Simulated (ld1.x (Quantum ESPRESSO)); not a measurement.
## Which change was made? (Ti, RRKJ)

titanium, norm-conserving RRKJ (Kleinman–Bylander form), made with ld1.x (Quantum ESPRESSO) 7.5 (LDA (PZ), scalar-relativistic). Core [Ne], reference 3s2 3p6 3d2 4s1.75 4p0.25. Waves: 3p (bound): rc 1.65 bohr; 3d (bound): rc 1.30 bohr; 3s (bound): rc 1.15 bohr. Local part: the s channel. Core correction: none.

Occupied shells without a wave of their own: 4p, 4s. They enter only through the test configuration that unscreens the potential.

Cutoffs, loose and tight: the cutoffs (Ry, on a coarse ladder) from which the occupation-weighted sum of valence levels, in a spherical-Bessel basis at the reference potential, stays within 10 and 1 mRy of its value at 400 Ry. They do not see the model core or the augmentation charge, which bear on the density cutoff. Test errors are all-electron minus pseudo excitation energies from the reference, over the configurations 3s2 3p6 3d2 4s2 4p0; 3s2 3p6 3d2 4s1 4p0; 3s2 3p6 3d2 4s0 4p0; 3s2 3p5 3d2 4s2 4p0; 3s2 3p6 3d2 4s0 4p1; 3s1 3p6 3d2 4s2 4p0; 3s2 3p6 3d3 4s0 4p0 (two spin-polarised tests are not counted in the largest error); variants that change the core or the reference have their own tests.

The base gives: outcome: generated; cutoff, loose: 100 Ry; cutoff, tight: 160 Ry; bound ghosts: none; largest test error (meV): -253.

Problem. After one change the result is: outcome: generated, misses its reference levels by 0.21 eV; cutoff, loose: 80 Ry; cutoff, tight: 100 Ry; bound ghosts: none; largest test error (meV): -649. Which change was it?
A. all radii scaled by about 0.89 (s 1.02, p 1.46, d 1.16 bohr)
B. all radii scaled by about 1.14 (s 1.32, p 1.88, d 1.48 bohr)
C. all radii scaled by about 0.77 (s 0.88, p 1.28, d 1.00 bohr)
D. all radii scaled by about 1.36 (s 1.56, p 2.24, d 1.76 bohr)

Solution. B. The others give: all radii scaled by about 0.89 (s 1.02, p 1.46, d 1.16 bohr) → outcome: generated; cutoff, loose: 120 Ry; cutoff, tight: 200 Ry; bound ghosts: none; largest test error (meV): -128 | all radii scaled by about 0.77 (s 0.88, p 1.28, d 1.00 bohr) → outcome: generated; cutoff, loose: 140 Ry; cutoff, tight: 230 Ry; bound ghosts: none; largest test error (meV): -99 | all radii scaled by about 1.36 (s 1.56, p 2.24, d 1.76 bohr) → outcome: generated, misses its reference levels by 0.50 eV; cutoff, loose: 50 Ry; cutoff, tight: 80 Ry; bound ghosts: none; largest test error (meV): -1465.
